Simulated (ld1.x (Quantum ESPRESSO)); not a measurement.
**Ni (Z = 28): variants of one ultrasoft potential**

Base potential:

nickel, ultrasoft, made with ld1.x (Quantum ESPRESSO) 7.5 (LDA (PZ), scalar-relativistic). Core [Ar], reference 3d8 4s0 4p0 (charge +2). Waves: 4s (bound, empty): rcut 1.15, rcutus 1.45 bohr; 4s channel at -0.8 Ry: rcut 1.15, rcutus 1.45 bohr; 4p (bound, empty): rcut 1.40, rcutus 1.90 bohr; 4p channel at 3.85 Ry: rcut 1.40, rcutus 1.90 bohr; 3d (bound): rcut 1.35, rcutus 1.80 bohr; 3d channel at 0.4 Ry: rcut 1.35, rcutus 1.80 bohr. Local part: all-electron potential smoothed inside 1.50 bohr (lloc = -1). Core correction: Bessel-smoothed model core inside 1.25 bohr. Augmentation charge: PSQ, radius 0.95 bohr.

Cutoffs, loose and tight: the cutoffs (Ry, on a coarse ladder) from which the occupation-weighted sum of valence levels, in a spherical-Bessel basis at the reference potential, stays within 10 and 1 mRy of its value at 400 Ry. They do not see the model core or the augmentation charge, which bear on the density cutoff. Test errors are all-electron minus pseudo excitation energies from the reference, over the configurations 3d8 4s2 4p0; 3d8 4s1 4p0; 3d7 4s0 4p0; 3d9 4s1 4p0; 3d9 4s0 4p0; 3d8.5 4s1.5 4p0; 3d8 4s1.5 4p0 (two spin-polarised tests are not counted in the largest error). A dash means not determined; rows that change the core or the reference have their own tests.

A true bound ghost makes a file unfit for plane-wave use even where its test errors are small: the radial tests pick states by their node count and pass the ghost by.

Cutoffs are not given where the Bessel-basis levels miss the radial ones by over 6 mRy, ghosts where they miss by over 20 mRy; a channel whose overlap is not positive is not tested.

A file whose overlap is not positive is unfit for use, and its test errors describe a broken file.

```tsv
change	outcome	cutoff, loose	cutoff, tight	bound ghosts	largest test error (meV)
base	generated	35 Ry	50 Ry	s	test run stopped at test 1 of 9 (negative rho)
core correction Bessel-smoothed model core inside 1.10 bohr	generated	35 Ry	50 Ry	s	test run stopped at test 1 of 9 (negative rho)
waves 4s (bound): rcut 1.15, rcutus 1.54 bohr; 4s channel at -0.8 Ry: rcut 1.15, rcutus 1.54 bohr	generated, overlap not positive	–	–	not determined (overlap not positive)	test run stopped at test 1 of 9 (negative rho)
core [Ne] 3s2, valence charge 16; reference 3p6 3d8 4s1.5 4p0.5; waves now 4s (bound): rcut 1.75, rcutus 1.85 bohr; 4s channel at -0.8 Ry: rcut 1.75, rcutus 1.85 bohr; 3p (bound): rcut 1.45, rcutus 1.65 bohr; 4p (bound): rcut 1.45, rcutus 1.65 bohr; 3d (bound): rcut 1.10, rcutus 1.20 bohr; 3d channel at 0.4 Ry: rcut 1.10, rcutus 1.20 bohr; local potential all-electron potential smoothed inside 1.35 bohr (lloc = -1); core correction none; augmentation PSQ, radius 1.20 bohr	failed: find_q: problem finding q	–	–	–	–
waves 3d (bound): rcut 1.35, rcutus 2.36 bohr; 3d channel at 0.4 Ry: rcut 1.35, rcutus 2.36 bohr	generated	18 Ry	30 Ry	s	test run stopped at test 1 of 9 (negative rho)
local potential all-electron potential smoothed inside 1.20 bohr (lloc = -1)	generated	35 Ry	50 Ry	s	test run stopped at test 1 of 9 (negative rho)
```

Question: What comes out with this change to the base: all radii but the core radius scaled by about 0.79 (s 1.14, p 1.50, d 1.42 bohr, rcut 0.90/1.10/1.06); local potential all-electron potential smoothed inside 1.18 bohr (lloc = -1); augmentation PSQ, radius 0.74 bohr?

Answer: outcome: generated, overlap not positive; bound ghosts: s (p not tested, overlap not positive); largest test error (meV): test run stopped at test 1 of 9 (negative rho). A file whose overlap is not positive is unfit for use, and its test errors describe a broken file.
